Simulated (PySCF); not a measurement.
Identify the unknown among the candidates.

All candidates are C5H6ClN.

| technique | computed result |
| --- | --- |
| 1H NMR | chemical shifts (computed TMS as zero) by class: 6.55 (1 H), 5.36 (1 H), 5.07 (1 H), 1.62 (3 H) ppm [GIAO PBE0/pcSseg-1] |
| Triplet | lowest triplet excitation (Tamm–Dancoff): 3.60 eV [TDA PBE0/def2-SVPD] |
| Rotational structure | rotational constants A, B, C: 3.570, 1.221, 1.127 GHz [GFN2-xTB] |
| Dipole | 3.91 D [PBE0/def2-SVPD] |
| UV, strongest line | among the 6 lowest singlet transitions: S3 at 6.12 eV (202 nm, f = 0.268) [TDDFT PBE0/def2-SVPD] |
| UV, first state | lowest singlet excitation: 5.66 eV (219 nm, f = 0.118) [TDDFT PBE0/def2-SVPD] |
| NMR, other nuclei | isotropic shieldings of nuclei other than C and H, by class: -64 (1 N), 722 (1 Cl) ppm [GIAO PBE0/pcSseg-1] |
| 13C NMR | chemical shifts (computed TMS as zero) by class: 163.8 (1 C), 119.7 (1 C), 105.2 (1 C), 60.7 (1 C), 26.6 (1 C) ppm [GIAO PBE0/pcSseg-1] |
| Polarisability | 79.9 au [PBE0/def2-SVPD] |

The electronic properties come from PySCF, for the isolated species, density fitting. Levels stand in brackets. Geometry: GFN2-xTB, one conformer, isolated molecule. NMR classes are plain means over equivalent atoms (diastereotopic ones count apart unless rotation or inversion swaps them), as if these changed places fast.

Task: Which candidate is it?
A. `N#CC/C=C/CCl`
B. `C/C(=C\Cl)CC#N`
C. `N#C[C@H]1C[C@@H](Cl)C1`
D. `C[C@@H](Cl)/C=C\C#N`

Result: D. It is `C[C@@H](Cl)/C=C\C#N`. Numbering: `[CH3:1][C@@H:2]([Cl:3])/[CH:4]=[CH:5]\[C:6]#[N:7]`. Its formula, C5H6ClN, gives 3 degrees of unsaturation: 0 rings and 3 π bonds in the structure found. 5 carbons fall into 5 classes; from least to most shielded: alkene CH carbon [C4] (163.8 ppm), nitrile carbon [C6] (119.7 ppm), alkene CH carbon [C5] (105.2 ppm), sp3 C–Cl carbon [C2] (60.7 ppm), methyl carbon [C1] (26.6 ppm). Hydrogen classes from least to most shielded: 1 H on an alkene CH carbon, C4 (6.55 ppm), 1 H on an alkene CH carbon, C5 (5.36 ppm), 1 H on an sp3 C–Cl carbon, C2 (5.07 ppm), 3 H on a methyl carbon, C1 (1.62 ppm, a mean of values up to 0.5 ppm apart in this geometry). The other shieldings belong to: -64 ppm, nitrile nitrogen [N7]; 722 ppm, alkyl chlorine [Cl3]. The optimised geometry has point group C1 and is an asymmetric top.

The others, at the same levels:
- `C/C(=C\Cl)CC#N` fails: its computed 13C shifts are 139.0 (1 C), 130.8 (1 C), 121.2 (1 C), 26.2 (1 C), 18.4 (1 C) ppm, 1H shifts are 6.16 (1 H), 2.90 (2 H), 2.18 (3 H) ppm and lowest singlet excitation is 6.44 eV (193 nm, f = 0.248) (against 5.66 eV).
- `N#C[C@H]1C[C@@H](Cl)C1` fails: it has 4 carbon classes against 5; its computed 13C shifts are 126.0 (1 C), 53.8 (1 C), 41.3 (2 C), 14.9 (1 C) ppm, 1H shifts are 4.23 (1 H), 2.96 (2 H), 2.63 (2 H), 2.58 (1 H) ppm and lowest singlet excitation is 7.25 eV (171 nm, f = 0.001) (against 5.66 eV).
- `N#CC/C=C/CCl` fails: its computed 13C shifts are 141.2 (1 C), 133.4 (1 C), 120.7 (1 C), 51.4 (1 C), 22.8 (1 C) ppm, 1H shifts are 6.05 (1 H), 5.90 (1 H), 4.15 (2 H), 2.99 (2 H) ppm and lowest singlet excitation is 6.38 eV (194 nm, f = 0.059) (against 5.66 eV).

Each candidate is one conformer, not necessarily the lowest. The conformers computed, where there is a choice (atom-mapped SMILES and torsion angles):
- `[CH3:1][C@@H:2]([Cl:3])/[CH:4]=[CH:5]\[C:6]#[N:7]`: C1–C2–C4–C5 127°
- `[CH3:1]/[C:2](=[CH:3]\[Cl:4])[CH2:5][C:6]#[N:7]`: C1–C2–C5–C6 -68°
- `[N:1]#[C:2][CH2:3]/[CH:4]=[CH:5]/[CH2:6][Cl:7]`: C2–C3–C4–C5 116°, C4–C5–C6–Cl7 -111°
